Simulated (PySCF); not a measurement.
Pd2S: from structure and modes to constants

Method: UPBE0/[S def2-SVP, Pd def2-SVP with ECP28], scalar-relativistic core potentials, density fitting, no spin–orbit coupling, PySCF.

The triplet minimum has C2v symmetry. Masses (u): S 31.97207, Pd 105.90348.

```xyz
3
charge 0 multiplicity 3, angstrom
S     0.0000    0.0000   -1.5288
Pd    1.3287    0.0000    0.2309
Pd   -1.3287    0.0000    0.2309
```

Harmonic wavenumbers (cm⁻¹): 142.7 (a1, ×1), 301.1 (b2, ×1), 401.5 (a1, ×1).

**Question.** Find the principal moments of inertia and the rotational constants. What kind of rotor is it?

**Answer.** About the centre of mass I = 86.015, 373.92, 459.93 u Å². With B = 16.8576/I this gives 0.196, 0.04508, 0.03665 cm⁻¹. The molecule is an asymmetric top with κ = -0.89.

**Question.** What is the harmonic zero-point energy?

**Answer.** Half the sum of all 3 wavenumbers, 845/2 = 423 cm⁻¹, which is 5.1 kJ/mol (1 cm⁻¹ = 0.0119627 kJ/mol).

**Question.** Find the vibrational entropy and heat capacity at 298.15 K.

**Answer.** With u = 1.43878 ω/T, each mode gives S = R[u/(eᵘ−1) − ln(1−e⁻ᵘ)] and C = R u² eᵘ/(eᵘ−1)².
| ω (cm⁻¹) | u | S (J/(mol K)) | C (J/(mol K)) |
| --- | --- | --- | --- |
| 142.7 | 0.689 | 11.58 | 7.99 |
| 301.1 | 1.453 | 5.90 | 6.99 |
| 401.5 | 1.937 | 4.01 | 6.14 |
The sums over all modes are S = 21.5 and C = 21.1 J/(mol K); the softest mode gives 54 % of the entropy.

**Question.** Give the standard entropy (298.15 K, 1 bar) by its translational, rotational, vibrational and spin parts, and Cp.

**Answer.** Sackur–Tetrode with M = 243.78 u gives 177.4; rotation with symmetry number 2 gives 111.4; vibration 21.5; spin R ln 3 = 9.1. The total is 319.4 J/(mol K), and Cp = 4 R + 21.1 = 54.4 J/(mol K).

Only a few start shapes were tried, so a lower isomer may exist. Other spin states or occupations of the open shell can lie lower.
